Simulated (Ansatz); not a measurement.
`F[Si]1(Cl)CO1` + NH₃ → `N[Si]1(F)CO1` + HCl at 600 K and 1 bar (ligand exchange at the Si–Cl bond).

Computed with Ansatz on PBE0-D4/def2-TZVP structures; ΔE is electronic, products minus reactants. CBS: MP2 limit from def2 TZ/QZ plus the TZ coupled-cluster correction, frozen cores. This one scheme is used for every species. One conformer a species, not always the lowest.

| species | CCSD(T)/CBS energy (Eh) | H − E (kJ/mol) | S (J/(mol·K)) |
| --- | --- | --- | --- |
| `F[Si]1(Cl)CO1` | -963.17906 | 141.8 | 386.9 |
| NH₃ | -56.50880 | 112.4 | 219.5 |
| `N[Si]1(F)CO1` | -559.29942 | 213.6 | 404.6 |
| HCl | -460.38127 | 35.4 | 207.2 |

H − E and S are ideal-gas, rigid-rotor, harmonic terms from PBE0-D4/def2-TZVP, for one conformer and one mirror image of each species. 1 Eh = 2625.50 kJ/mol, R = 8.31446 J/(mol·K).

Question: By hand: ΔE, ΔH, ΔS and ΔG.

Answer: ΔE = (-559.29942) + (-460.38127) − (-963.17906) − (-56.50880) = 0.00717 Eh = 18.8 kJ/mol. Δ(H − E) = 213.6 + 35.4 − 141.8 − 112.4 = -5.2, so ΔH = 13.6 kJ/mol. ΔS = 404.6 + 207.2 − 386.9 − 219.5 = 5.4 J/(mol·K). ΔG = 13.6 − 600 × (5.4)/1000 = 10.4 kJ/mol.

Question: By hand: the equilibrium constant, and the temperature at which ΔG would vanish if ΔH and ΔS stayed fixed.

Answer: log₁₀ K = −ΔG/(RT ln 10) = -0.9. ΔG = 0 at ΔH/ΔS = 2519 K, far beyond where these terms or the molecules hold.

The number of gas molecules stays the same, so ΔS is small and ΔH decides. A doubt of 5 kJ/mol in ΔE shifts log₁₀ K by 0.4 here. Other conformers and mirror images would add mixing entropy, several J/(mol·K) or more a flexible species. These are equilibria of isolated gas molecules and say nothing of rates. Largest T1 diagnostic: 0.012 (customary marks: 0.02 for closed shells, 0.045 for open ones).
